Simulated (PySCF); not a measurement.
## EPR parameters of C6H5N2

Species: C₆H₅N₂ (doublet state).
Cartesian coordinates in Å at the GFN2-xTB level; atoms count from 1:
```
atom  x, y, z in Å
C1     1.0236    1.8461   -0.4060
C2     0.9120    0.6036   -0.0327
C3     1.7625   -0.3696   -0.6384
N4     2.4540   -1.1387   -1.1308
C5    -0.0633    0.0603    0.9857
C6    -1.0549   -0.9082    0.3218
C7    -1.8318   -0.2275   -0.6851
N8    -2.4360    0.3325   -1.4765
H9     1.5981    2.4369   -1.0786
H10    0.4872   -0.4754    1.7635
H11   -0.5991    0.8950    1.4404
H12   -1.7378   -1.3179    1.0714
H13   -0.5190   -1.7367   -0.1523
```

The hyperfine couplings belong to this conformer and change with its torsions.

Identity: `[H]/[C]=C(\C#N)CCC#N` [radical].

The calculation used PySCF, UKS B3LYP, pcH-1 on C H N, non-relativistic, mean-field spin-orbit, GIAO. The structure is a single GFN2-xTB conformer in the gas phase; no vibrational or solvent corrections. The geometry wasn't refined by DFT: couplings that depend on bond lengths, twists or pyramidal angles can differ widely from those at the functional's own minimum. The SCF solution wasn't tested for stability.

```json
{
  "g1, g2, g3": "2.00177, 2.00226, 2.00274",
  "g_iso": "2.00226",
  "Form of g": "rhombic: the two nearest values differ by 49 % of g3 − g1",
  "⟨S²⟩": "0.7615 (exact 0.7500)",
  "Total energy": "-341.03419 Eh",
  "Basis functions": "250"
}
```

Hyperfine couplings atom by atom, in MHz; T1 to T3 are the principal values of the dipolar part:

| atom | isotope | a_iso | T1 | T2 | T3 | Mulliken spin population |
| --- | --- | --- | --- | --- | --- | --- |
| C1 | 13C | 322.5 | -86.3 | -61.0 | 147.3 | 1.07 |
| C2 | 13C | 5.1 | -20.2 | 3.8 | 16.4 | -0.17 |
| C3 | 13C | 104.5 | -6.1 | -1.9 | 7.9 | 0.05 |
| N4 | 14N | 0.5 | -4.4 | -0.1 | 4.5 | -0.01 |
| C5 | 13C | 45.6 | -4.9 | -4.3 | 9.2 | 0.04 |
| C6 | 13C | -6.0 | -0.4 | -0.3 | 0.7 | 0.00 |
| C7 | 13C | 0.6 | -0.4 | -0.3 | 0.7 | 0.00 |
| N8 | 14N | 0.1 | -0.2 | -0.1 | 0.3 | 0.00 |
| H9 | 1H | 32.3 | -33.6 | -9.0 | 42.5 | 0.00 |
| H10 | 1H | -6.5 | -2.9 | -2.0 | 4.9 | 0.00 |
| H11 | 1H | -3.2 | -6.2 | -2.5 | 8.7 | 0.00 |
| H12 | 1H | 1.9 | -0.9 | -0.8 | 1.7 | 0.00 |
| H13 | 1H | 0.3 | -1.2 | -1.0 | 2.2 | 0.00 |

The Mulliken spin populations are largest on C1 (+1.07) and C2 (-0.17). C1 is the only atom above +0.15. The positive populations add up to 1.18 and the negative ones to -0.18, together 2S = 1.

Axes: g1 points within 7° of the C2–C5 bond.

Under fast tumbling the dipolar parts average out, and these isotropic splittings remain: 1 × 1H (H9, I = 1/2, 2 lines) with 1.15 mT, 2 × 1H (H10/H11, I = 1/2, 3 lines) with 0.17 mT and 2 × 1H (H12/H13, I = 1/2, 3 lines) with 0.04 mT.

Class means assume fast exchange of nuclei equivalent by connectivity; if that motion is slow, each nucleus keeps its own coupling.

The 13C coupling of C1 (322.5 MHz) shows only in satellite lines or after enrichment, since that isotope makes up about 1.07 % of natural carbon.
